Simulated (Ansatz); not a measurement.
Gas-phase electronic energies from Ansatz, PBE0-D4/def2-TZVP geometries. CCSD(T)/CBS adds triple-zeta CCSD(T) − MP2 to the extrapolated MP2 energy (def2 sets, frozen cores). Functionals use def2-TZVPP. B3LYP here is the variant with VWN-RPA as its local correlation; programs differ in this. For Ge outer-core shells are correlated without core-valence functions, which leaves a few kJ/mol of doubt a bond. Scalar relativity is left out up to krypton. Each species was taken in one conformer, which may not be the lowest.

Consider the redistribution: `NB(O)F` + `[OH][GeH]([F])[S][SiH3]` → `OB(F)S[SiH3]` + `[NH2][GeH]([OH])[F]`.

| level | ΔE (kJ/mol) | difference from CCSD(T)/CBS |
| --- | --- | --- |
| PBE-D4 | 70.0 | 2.0 |
| B3LYP-D4 | 73.3 | 5.3 |
| r2SCAN | 70.4 | 2.4 |
| CCSD/def2-TZVPP | 66.5 | -1.5 |
| CCSD(T)/def2-TZVPP | 65.4 | -2.6 |
| HF/def2-QZVPP | 73.0 | 5.0 |
| MP2/def2-QZVPP | 66.4 | -1.6 |
| HF/CBS(def2) | 73.0 | 5.0 |
| MP2/CBS(def2) | 67.5 | -0.5 |
| CCSD/CBS(def2) | 69.1 | 1.1 |
| CCSD(T)/CBS | 68.0 | 0 |

Largest T1 diagnostic among the species: 0.013.

In def2-TZVPP, CCSD(T) changes the Hartree–Fock value by −7.5 kJ/mol (the triples alone add −1.1 kJ/mol) and MP2 by −8.0 kJ/mol.
